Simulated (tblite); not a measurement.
C5H13PSi.
Structure used (GFN2-xTB), in Å, numbered top down from 1:
```
atom  x, y, z in Å
C1    -1.382    1.212    0.278
C2    -0.805   -0.202    0.226
C3    -1.918   -1.242    0.331
C4    -0.033   -0.394   -1.060
P5     1.164   -1.789   -1.245
C6     1.392    0.056   -1.224
Si7    2.433    0.907    0.102
H8    -2.068    1.371   -0.551
H9    -0.586    1.950    0.216
H10   -1.925    1.365    1.208
H11   -0.122   -0.333    1.073
H12   -1.499   -2.247    0.296
H13   -2.466   -1.126    1.263
H14   -2.616   -1.134   -0.496
H15   -0.658   -0.249   -1.941
H16    1.352   -1.960    0.135
H17    1.610    0.428   -2.225
H18    2.063    2.325    0.132
H19    3.840    0.759   -0.269
H20    2.218    0.313    1.423
```

Calculated harmonic vibrations of the isolated species, GFN2-xTB (tblite), most abundant isotopes, no scaling. This tight-binding method is rough: wavenumbers can miss measured ones by several per cent, in bad cases by 10 to 20. Modes of hydrogen on phosphorus and silicon can be 10 to 20 % off. One conformer, not necessarily the lowest.

Harmonic wavenumbers (cm⁻¹): 40.0, 106.5, 126.1, 154.7, 199.8, 211.1, 228.5, 298.7, 327.0, 416.2, 466.2, 513.5, 575.6, 596.8, 693.5, 722.4, 774.2, 782.5, 793.7, 800.5, 879.6, 899.0, 947.0, 962.6, 983.7, 1018.0, 1028.9, 1094.4, 1144.9, 1167.1, 1213.0, 1246.9, 1261.2, 1307.5, 1360.6, 1403.5, 1417.8, 1491.3, 1494.4, 1501.7, 1504.0, 2215.5, 2239.8, 2253.0, 2274.1, 2932.4, 2954.5, 2969.8, 3020.9, 3026.9, 3031.5, 3032.0, 3037.7, 3041.9.

A = 2100, B = 1359, C = 939.7 MHz; mass 132.052 u (most abundant isotopes); point group C1, symmetry number 1.

Q: Zero-point energy?

A: Half the sum of the wavenumbers: 35092 cm⁻¹ = 100.33 kcal/mol.

Q: Entropy at 298.15 K, 1 bar (ideal gas, RRHO, classical rotation)?

A: Translation 40.57, rotation 29.17, vibration 28.85: S = 98.6 cal/(mol K).

Q: And Cp and H(298.15 K) − H(0)?

A: Cp = 39.95 cal/(mol K), of which vibrations give 32.00 (their classical limit is 54 R = 107.3); H(298.15 K) − H(0) = 7.04 kcal/mol without the zero-point energy, 4.67 from vibrations.

Q: How do the functions run with temperature in this model?

A: 
| T (K) | S (cal/(mol K)) | Cp (cal/(mol K)) | H − H(0) (kcal/mol) | G − H(0) (kcal/mol) | ln q(vib) |
| --- | --- | --- | --- | --- | --- |
| 100 | 68.8 | 18.6 | 1.27 | -5.62 | 1.54 |
| 200 | 85.0 | 29.1 | 3.65 | -13.34 | 4.06 |
| 300 | 98.8 | 40.2 | 7.11 | -22.54 | 6.68 |
| 500 | 124.1 | 59.5 | 17.18 | -44.89 | 12.01 |
| 800 | 156.6 | 78.4 | 38.12 | -87.15 | 19.78 |
| 1000 | 175.0 | 86.7 | 54.67 | -120.35 | 24.63 |

q(vib) and H(0) count from the zero-point level.

Q: Which modes carry the vibrational entropy at 298.15 K?

A: 40.0 cm⁻¹: 5.26; 106.5 cm⁻¹: 3.33; 126.1 cm⁻¹: 3.00; 154.7 cm⁻¹: 2.61; 199.8 cm⁻¹: 2.13; 211.1 cm⁻¹: 2.03 cal/(mol K); the other 48 give 10.47 together.

Hindered rotation and anharmonicity are outside this model. Other conformers, if any are populated, would add a mixing term that is left out. The structure is chiral; the term R ln 2 for an equal mix with its mirror image is left out.
